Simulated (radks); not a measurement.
Problem. These are the eigenvalues of the occupied orbitals of an atom or ion with whole-number occupations (hartree). Calculated with a radial shooting solver on a logarithmic mesh with Libxc functionals: scalar-relativistic Kohn-Sham, PBEsol, spin-polarised, spherical densities, finite nucleus; Fermi nuclear charge, rms radius of each element as measured or else 0.836 A^(1/3) + 0.57 fm.

1s down: -1716.324
1s up: -1716.324
2s up: -282.1034
2s down: -282.1021
2p up: -251.9052
2p down: -251.9043
3s up: -63.39271
3s down: -63.33634
3p up: -53.95087
3p down: -53.89486
3d up: -41.14427
3d down: -41.10090
4s up: -14.19114
4s down: -14.05728
4p up: -11.07370
4p down: -10.94065
4d up: -6.69451
4d down: -6.56305
5s up: -3.23150
5s down: -3.16481
5p up: -2.40883
5p down: -2.35877
4f up: -1.95797

Which element is it, and in what charge state? The configuration may be excited. Open shells, if any, are filled with parallel spins first.

Solution. Z = 62, samarium, charge +4: Sm4+ in [Xe] 4f4. The list shows which subshells hold electrons but not how many an open one holds; the 1s level, -1716.3 hartree, gives Z - s = 58.6 by -(Z - s)^2/2, which with screening and relativity narrows Z to a few neighbours, and the depths of the outer levels then fix element, charge and occupations together.
